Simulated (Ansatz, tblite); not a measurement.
Spin states of the cluster Rb₂H (the lowest doublet isomer of a short search), each relaxed with B3LYP-D4/def2-TZVP in Ansatz. Electronic energies in the gas phase.

In the def2 sets Rb takes a core potential, while STO-3G treats all electrons; there is no spin–orbit coupling. The xTB rows come from tblite. HSE06 is defined as in plane-wave codes, on full-range PBE exchange. Correlated methods freeze no core orbitals; core or outer-core shells of Rb are correlated, in sets that lack core-valence functions. In the quartet geometry the species has come apart into loosely held pieces. The structure comes from a short search, and lower isomers may exist.

Doublet geometry:

```xyz
3

Rb   -1.110    1.646    0.922
Rb    1.828   -1.116   -0.459
H    -0.718   -0.530   -0.463
```

Quartet geometry:

```xyz
3

Rb    0.586   -0.750   -2.790
Rb   -1.353   -0.212    2.610
H     0.767    0.962    0.179
```

⟨S²⟩: doublet 0.75 at PBE0-D4/def2-TZVP (pure 0.75), quartet 3.75 at PBE0-D4/def2-TZVP (pure 3.75).

Only these spin states were relaxed. The quartet has fallen apart into loose fragments. The quartet has other bonds than the doublet, so the gap mixes isomer and spin.

```
               level  quartet − doublet (kcal/mol)  lowest of these                                                                                        remarks
            GFN1-xTB                         149.8          doublet                                                                                              –
           HF/STO-3G                          29.6          doublet  HOMO above zero (doublet), HOMO above zero (quartet), spin-contaminated (⟨S²⟩ 0.85) (doublet)
       HF/def2-TZVPP                          37.8          doublet                                                                                              –
    PBE-D4/def2-TZVP                          40.7          doublet                                                                                              –
   BLYP-D4/def2-TZVP                          27.5          doublet                                                                                              –
 r2SCAN-D4/def2-TZVP                          53.5          doublet                                                                                              –
r2SCANh-D4/def2-TZVP                          52.5          doublet                                                                                              –
r2SCAN0-D4/def2-TZVP                          51.4          doublet                                                                                              –
  HSE06-D4/def2-TZVP                          41.9          doublet                                                                                              –
   RPA@PBE/def2-TZVP                          47.9          doublet                                                                                              –
      MP2/def2-TZVPP                          50.1          doublet                                                                                              –
     CCSD/def2-TZVPP                          54.3          doublet                                                                                              –
```

Change of the quartet − doublet gap on mixing in exact exchange, in kcal/mol: r2SCAN to r2SCANh (10 % exact exchange) -0.9; r2SCAN to r2SCAN0 (25 % exact exchange) -2.0.

The xTB methods have no term that favours high spin, so they put low spin too low.
